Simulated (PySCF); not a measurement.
[LuH2]+ relaxed at several levels

Computed with PySCF 2.14.0, PBE0, def2-SVP on the ligands, density fitting, scalar-relativistic core potentials, no spin-orbit coupling, vacuum. Each row is relaxed at its own level from the same template. Distances are means of the shortest metal–ligand contacts, charges and spins Mulliken's; removal energies are rigid, with the ligand's formal charge and no counterpoise, so too large; for an anion taken off a cation in vacuum most of it is the attraction of opposite charges, and multiply charged cations can part far more cheaply with an electron moved from ligand to metal. lcecp potentials hold a fixed number of 4f electrons in the core, out of states, spins and gaps.

```json
{"level": "PBE0", "basis on the metal": "lcecp-1-SVP with ECP60", "point group": "C2v", "M–H (Å)": "1.866", "charge on M (e)": "1.18", "HOMO–LUMO gap (eV)": "–", "removal of one H (eV)": "16.22", "strongest infrared band, degenerate modes summed (cm⁻¹)": "1692", "unstable modes (below −25 cm⁻¹)": "0"}
```

What does the calculation give for PBE0, def2-SVP with ECP28?

point group: C2v, M–H (Å): 1.847, charge on M (e): 1.06, HOMO–LUMO gap (eV): 4.94, removal of one H (eV): 16.39, strongest infrared band, degenerate modes summed (cm⁻¹): 1698, unstable modes (below −25 cm⁻¹): 0.
```xyz
3

Lu    0.0000    0.0000   -0.1844
H     1.4607    0.0000    0.9454
H    -1.4607    0.0000    0.9454
```

One start shape was tried for each, so a minimum needn't be the lowest isomer.
